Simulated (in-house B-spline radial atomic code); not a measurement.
Configurations of the magnesium ion Mg⁵⁺, with energies counted from [He] 2s2 2p3. Level of theory: scalar-relativistic (X2C) r2SCAN0, spin-polarised, spherical fractional occupations, Fermi nucleus of rms radius 3.057 fm; calculated with an all-electron radial atomic-structure program (B-spline basis). Caution: exact exchange at fractional occupations of open shells leaves self-interaction of up to several eV. Shells without spins written out take the highest spin.

| configuration | E - E(ref) (eV) | highest orbital | its <r> (bohr) |
| --- | --- | --- | --- |
| [He] 2s2 2p(2 up, 1 down) | 16.307 | 2p down | 0.5844 |
| [He] 2s1 2p4 | 35.766 | 2p down | 0.5962 |
| [He] 2s1 2p3 3s1 | 124.95 | 3s up | 1.643 |
| [He] 2s2 2p2 3p1 | 125.97 | 3p up | 1.693 |
| [He] 2s1 2p3 3d1 | 144.33 | 3d up | 1.604 |
| [He] 2s(0 up, 1 down) 2p(0 up, 3 down) 3d(1 up, 0 down) | 146.85 | 3d up | 1.712 |

**Question.** Order these further configurations by energy, lowest first.
A. [He] 2s2 2p(0 up, 2 down) 3p(1 up, 0 down)
B. [He] 2s2 2p(0 up, 2 down) 3s(1 up, 0 down)
C. [He] 2s2 2p2 3d1
D. [He] 2s2 2p2 3s1
E. [He] 2s1 2p3 3p1

**Answer.** D (116.53 eV), B (117.67 eV), A (127.43 eV), E (134.35 eV), C (136.2 eV).

**Question.** How far above the reference does [He] 2s(0 up, 1 down) 2p(0 up, 3 down) 3s(1 up, 0 down) lie?

**Answer.** 127.31 eV; its least bound orbital is 3s up with <r> = 1.685 bohr.
